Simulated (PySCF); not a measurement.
Choosing a molecule for a target property.

All species are isolated and taken at one optimised geometry, non-relativistic unless stated. Electronic properties by PySCF.

Dipoles, sizes and rotational constants follow the conformer. The torsions of the flexible species, by atom-mapped SMILES:
- `[NH2:1][c:2]1[n:3][cH:4][cH:5][s:6]1`: H–N1–C2–N3 161°, H–N1–C2–N3 16°
- `[N:1]#[C:2][SiH2:3]/[CH:4]=[CH:5]/[Cl:6]`: C2–Si3–C4–C5 -125°
- `[F:1][CH:2]([F:3])[SiH:4]1[CH2:5][SiH2:6][CH2:7]1`: F1–C2–Si4–C5 42°
- `[CH3:1][S:2][SiH2:3][C:4]1=[CH:5][CH2:6][CH2:7]1`: C1–S2–Si3–C4 -62°, S2–Si3–C4–C5 -15°

The conformers of `CS[SiH]1CC=CC1` aren't listed.

Question: Wanted: lowest singlet excitation below 5.2 eV (TDDFT B3LYP/def2-SVPD) and HOMO energy below -6.2 eV (B3LYP/def2-SVPD), at GFN2-xTB geometries. Which candidate meets both?
A. `Clc1cocp1`
B. `N#C[SiH2]/C=C/Cl`
C. `c1(N)nccs1`
D. `CS[SiH]1CC=CC1`

Answer: A. Computed values:
| species | lowest singlet excitation | HOMO energy |
| --- | --- | --- |
| c1(N)nccs1 | 4.59 eV | -5.95 eV |
| Clc1cocp1 | 5.04 eV | -7.03 eV |
| CS[SiH]1CC=CC1 | 5.29 eV | -6.47 eV |
| N#C[SiH2]/C=C/Cl | 6.13 eV | -7.98 eV |

Question: Wanted: electronic spatial extent ⟨r²⟩ about the centre of nuclear charge above 1300 bohr² (B3LYP/def2-SVPD) and static isotropic polarisability above 100 au (B3LYP/def2-SVPD), at GFN2-xTB geometries. Which candidate meets both?
A. `CS[SiH2]C1=CCC1`
B. `FC(F)[SiH]1C[SiH2]C1`
C. `Nc1nccs1`
D. `ClC1=COC=P1`
E. `N#C[SiH2]/C=C/Cl`

Answer: A. Computed values:
| species | electronic spatial extent ⟨r²⟩ about the centre of nuclear charge | static isotropic polarisability |
| --- | --- | --- |
| Nc1nccs1 | 572 bohr² | 68.2 au |
| ClC1=COC=P1 | 780 bohr² | 73.1 au |
| FC(F)[SiH]1C[SiH2]C1 | 1206 bohr² | 88.6 au |
| N#C[SiH2]/C=C/Cl | 1379 bohr² | 82.0 au |
| CS[SiH2]C1=CCC1 | 1396 bohr² | 105.9 au |
